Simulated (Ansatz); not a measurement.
SiHClF2, singlet: a trajectory.

The input file, in.yaml:

```yaml
crystal:
  periodic: [false, false, false]
  atoms:
    - {symbol: Si, position_ang: [0.316415, -0.283392, 0.492870]}
    - {symbol: F, position_ang: [-1.016330, -0.473184, 1.326271]}
    - {symbol: F, position_ang: [0.497299, -1.634344, -0.312709]}
    - {symbol: H, position_ang: [0.667470, 1.150366, -0.198525]}
    - {symbol: Cl, position_ang: [-0.464853, 1.240554, -1.307907]}
basis:
  gaussian: {orbitals: def2-SVP}
hamiltonian: {xc: pbe0, dispersion: d4}
md: {n_steps: 40, timestep: 0.75, temperature: 200, ensemble: nvt_nose_hoover, seed: 446, initial_velocities: maxwell_boltzmann}
```

Run by:

```bash
ansatz run in.yaml --threads 2 --pin off --events-out ev --progress --plain --max-ram 4352MiB
```

What Ansatz 0.2.0 printed:

```
Functional definition: PBE0
  name "PBE0"
  cite "Adamo & Barone, J. Chem. Phys. 110, 6158 (1999) doi:10.1063/1.478522"
  cite "Perdew, Burke & Ernzerhof, Phys. Rev. Lett. 77, 3865 (1996) doi:10.1103/PhysRevLett.77.3865"
  parent pbe
  parameter a = 0.25
  parameter kappa = 0.804
  parameter beta = 0.06672455060314922
  exchange = (1 - a)*pbe_x(kappa = kappa, mu = beta*pi^2/3) + a*exact_x
  correlation = pbe_c(beta = beta)
679 factors; integrals over basis functions are off by at most 2.8e-4 eV
mean field evaluation 1: about -25825.9017 eV, gradient 3.9e1 eV
mean field evaluation 2: about -25822.5617 eV, gradient 6.1e1 eV
mean field evaluation 4: about -25828.3596 eV, gradient 1.2e0 eV
mean field evaluation 8: about -25828.3698 eV, gradient 9.6e-3 eV
mean field -25828.36981997 eV, -949.1750837859 hartree, gradient 7.0e-5 eV, S^2 0.000000; 0 other end points of the search recorded, 0 dependent functions left out
the calculation of the forces begins
reference -25828.36983951 eV, -949.1750845042 hartree; 25, 25 occupied and 44, 44 virtual orbitals, 679 factors
md step     0: t =     0.00 fs  T =   200.0 K  F+E_penalty+E_count = -25828.45702530 eV  E_kin = 0.077556 eV  conserved = -25828.37946930 eV  (25 SCF iters)
md step     1: t =     0.75 fs  T =   221.0 K  F+E_penalty+E_count = -25828.46520855 eV  E_kin = 0.085703 eV  conserved = -25828.37950559 eV  (27 SCF iters)
md step     2: t =     1.50 fs  T =   239.5 K  F+E_penalty+E_count = -25828.47242071 eV  E_kin = 0.092885 eV  conserved = -25828.37953488 eV  (27 SCF iters, 3 dispersion substeps)
md step     3: t =     2.25 fs  T =   254.3 K  F+E_penalty+E_count = -25828.47817760 eV  E_kin = 0.098617 eV  conserved = -25828.37955554 eV  (29 SCF iters, 3 dispersion substeps)
md step     4: t =     3.00 fs  T =   264.5 K  F+E_penalty+E_count = -25828.48213017 eV  E_kin = 0.102552 eV  conserved = -25828.37956663 eV  (30 SCF iters, 3 dispersion substeps)
md step     5: t =     3.75 fs  T =   269.5 K  F+E_penalty+E_count = -25828.48408015 eV  E_kin = 0.104490 eV  conserved = -25828.37956788 eV  (30 SCF iters, 3 dispersion substeps)
md step     6: t =     4.50 fs  T =   269.2 K  F+E_penalty+E_count = -25828.48398567 eV  E_kin = 0.104390 eV  conserved = -25828.37955959 eV  (30 SCF iters, 3 dispersion substeps)
md step     7: t =     5.25 fs  T =   264.0 K  F+E_penalty+E_count = -25828.48195805 eV  E_kin = 0.102361 eV  conserved = -25828.37954244 eV  (30 SCF iters, 3 dispersion substeps)
md step     8: t =     6.00 fs  T =   254.4 K  F+E_penalty+E_count = -25828.47825123 eV  E_kin = 0.098658 eV  conserved = -25828.37951690 eV  (30 SCF iters, 3 dispersion substeps)
md step     9: t =     6.75 fs  T =   241.5 K  F+E_penalty+E_count = -25828.47324826 eV  E_kin = 0.093664 eV  conserved = -25828.37948444 eV  (30 SCF iters, 3 dispersion substeps)
md step    10: t =     7.50 fs  T =   226.6 K  F+E_penalty+E_count = -25828.46744350 eV  E_kin = 0.087872 eV  conserved = -25828.37944689 eV  (30 SCF iters, 3 dispersion substeps)
md step    11: t =     8.25 fs  T =   211.1 K  F+E_penalty+E_count = -25828.46142368 eV  E_kin = 0.081871 eV  conserved = -25828.37940423 eV  (30 SCF iters, 3 dispersion substeps)
md step    12: t =     9.00 fs  T =   196.8 K  F+E_penalty+E_count = -25828.45585672 eV  E_kin = 0.076328 eV  conserved = -25828.37935764 eV  (30 SCF iters, 3 dispersion substeps)
md step    13: t =     9.75 fs  T =   185.6 K  F+E_penalty+E_count = -25828.45148026 eV  E_kin = 0.071981 eV  conserved = -25828.37930687 eV  (30 SCF iters, 3 dispersion substeps)
md step    14: t =    10.50 fs  T =   179.6 K  F+E_penalty+E_count = -25828.44910198 eV  E_kin = 0.069638 eV  conserved = -25828.37925131 eV  (30 SCF iters, 3 dispersion substeps)
md step    15: t =    11.25 fs  T =   181.0 K  F+E_penalty+E_count = -25828.44960899 eV  E_kin = 0.070188 eV  conserved = -25828.37918956 eV  (30 SCF iters, 3 dispersion substeps)
md step    16: t =    12.00 fs  T =   192.4 K  F+E_penalty+E_count = -25828.45399070 eV  E_kin = 0.074621 eV  conserved = -25828.37911932 eV  (30 SCF iters, 3 dispersion substeps)
md step    17: t =    12.75 fs  T =   216.8 K  F+E_penalty+E_count = -25828.46337635 eV  E_kin = 0.084068 eV  conserved = -25828.37903729 eV  (27 SCF iters, 3 dispersion substeps)
md step    18: t =    13.50 fs  T =   257.5 K  F+E_penalty+E_count = -25828.47908826 eV  E_kin = 0.099853 eV  conserved = -25828.37893978 eV  (30 SCF iters, 3 dispersion substeps)
md step    19: t =    14.25 fs  T =   318.6 K  F+E_penalty+E_count = -25828.50270706 eV  E_kin = 0.123555 eV  conserved = -25828.37882254 eV  (30 SCF iters, 3 dispersion substeps)
md step    20: t =    15.00 fs  T =   405.1 K  F+E_penalty+E_count = -25828.53614443 eV  E_kin = 0.157080 eV  conserved = -25828.37868227 eV  (30 SCF iters, 3 dispersion substeps)
md step    21: t =    15.75 fs  T =   522.8 K  F+E_penalty+E_count = -25828.58170759 eV  E_kin = 0.202720 eV  conserved = -25828.37851744 eV  (29 SCF iters, 3 dispersion substeps)
md step    22: t =    16.50 fs  T =   678.7 K  F+E_penalty+E_count = -25828.64213540 eV  E_kin = 0.263174 eV  conserved = -25828.37833166 eV  (29 SCF iters, 3 dispersion substeps)
md step    23: t =    17.25 fs  T =   880.7 K  F+E_penalty+E_count = -25828.72056639 eV  E_kin = 0.341510 eV  conserved = -25828.37813723 eV  (29 SCF iters, 3 dispersion substeps)
md step    24: t =    18.00 fs  T =  1137.2 K  F+E_penalty+E_count = -25828.82038276 eV  E_kin = 0.440975 eV  conserved = -25828.37796027 eV  (29 SCF iters, 3 dispersion substeps)
md step    25: t =    18.75 fs  T =  1456.0 K  F+E_penalty+E_count = -25828.94485092 eV  E_kin = 0.564607 eV  conserved = -25828.37784676 eV  (30 SCF iters, 3 dispersion substeps)
md step    26: t =    19.50 fs  T =  1842.6 K  F+E_penalty+E_count = -25829.09647189 eV  E_kin = 0.714535 eV  conserved = -25828.37787132 eV  (29 SCF iters, 3 dispersion substeps)
md step    27: t =    20.25 fs  T =  2297.5 K  F+E_penalty+E_count = -25829.27596591 eV  E_kin = 0.890925 eV  conserved = -25828.37812785 eV  (29 SCF iters, 3 dispersion substeps)
md step    28: t =    21.00 fs  T =  2812.6 K  F+E_penalty+E_count = -25829.48098699 eV  E_kin = 1.090670 eV  conserved = -25828.37870556 eV  (29 SCF iters, 3 dispersion substeps)
md step    29: t =    21.75 fs  T =  3368.5 K  F+E_penalty+E_count = -25829.70494639 eV  E_kin = 1.306240 eV  conserved = -25828.37963197 eV  (29 SCF iters, 3 dispersion substeps)
md step    30: t =    22.50 fs  T =  3933.8 K  F+E_penalty+E_count = -25829.93670405 eV  E_kin = 1.525447 eV  conserved = -25828.38082417 eV  (29 SCF iters, 3 dispersion substeps)
md step    31: t =    23.25 fs  T =  4468.4 K  F+E_penalty+E_count = -25830.16178056 eV  E_kin = 1.732742 eV  conserved = -25828.38209700 eV  (25 SCF iters, 3 dispersion substeps)
md step    32: t =    24.00 fs  T =  4930.6 K  F+E_penalty+E_count = -25830.36499127 eV  E_kin = 1.911969 eV  conserved = -25828.38322962 eV  (25 SCF iters, 5 dispersion substeps)
md step    33: t =    24.75 fs  T =  5285.6 K  F+E_penalty+E_count = -25830.53358426 eV  E_kin = 2.049642 eV  conserved = -25828.38404194 eV  (24 SCF iters, 5 dispersion substeps)
md step    34: t =    25.50 fs  T =  5512.3 K  F+E_penalty+E_count = -25830.65970429 eV  E_kin = 2.137551 eV  conserved = -25828.38446039 eV  (24 SCF iters, 5 dispersion substeps)
md step    35: t =    26.25 fs  T =  5605.8 K  F+E_penalty+E_count = -25830.74132871 eV  E_kin = 2.173818 eV  conserved = -25828.38451188 eV  (24 SCF iters, 5 dispersion substeps)
md step    36: t =    27.00 fs  T =  5576.1 K  F+E_penalty+E_count = -25830.78166586 eV  E_kin = 2.162301 eV  conserved = -25828.38430228 eV  (24 SCF iters, 5 dispersion substeps)
md step    37: t =    27.75 fs  T =  5443.4 K  F+E_penalty+E_count = -25830.78748035 eV  E_kin = 2.110855 eV  conserved = -25828.38395980 eV  (25 SCF iters, 5 dispersion substeps)
md step    38: t =    28.50 fs  T =  5232.9 K  F+E_penalty+E_count = -25830.76711467 eV  E_kin = 2.029201 eV  conserved = -25828.38359653 eV  (24 SCF iters, 5 dispersion substeps)
md step    39: t =    29.25 fs  T =  4969.5 K  F+E_penalty+E_count = -25830.72879781 eV  E_kin = 1.927064 eV  conserved = -25828.38328959 eV  (28 SCF iters, 5 dispersion substeps)
md step    40: t =    30.00 fs  T =  4675.0 K  F+E_penalty+E_count = -25830.67950262 eV  E_kin = 1.812874 eV  conserved = -25828.38308204 eV  (25 SCF iters, 5 dispersion substeps)
Total energy: -25830.67952231 eV, -949.2599637815 hartree
Atom 0 at     0.194068    -0.221763     0.309038 Å, force     2.382900     1.891939     0.384500 eV/Å
Atom 1 at    -0.966412    -0.442478     1.360152 Å, force    -0.946565     0.120402     0.214653 eV/Å
Atom 2 at     0.584907    -1.669011    -0.235160 Å, force    -0.238894    -0.125476    -0.750879 eV/Å
Atom 3 at     1.552168     0.104923     1.289119 Å, force    -2.128179     0.072550    -1.868416 eV/Å
Atom 4 at    -0.466783     1.223578    -1.264286 Å, force     0.930739    -1.959415     2.020142 eV/Å
Dipole moment:     0.158154     0.094514     0.065491 e Å

[the SCF lines of later steps are left out]
```

The lines “mean field evaluation” count trial sets of orbitals through the whole run, from several starts and some on an approximate energy, so they need not fall steadily or lie above the final value.

The run took about 39 s on 2 CPU threads of an Arm Neoverse V2 (shared host).
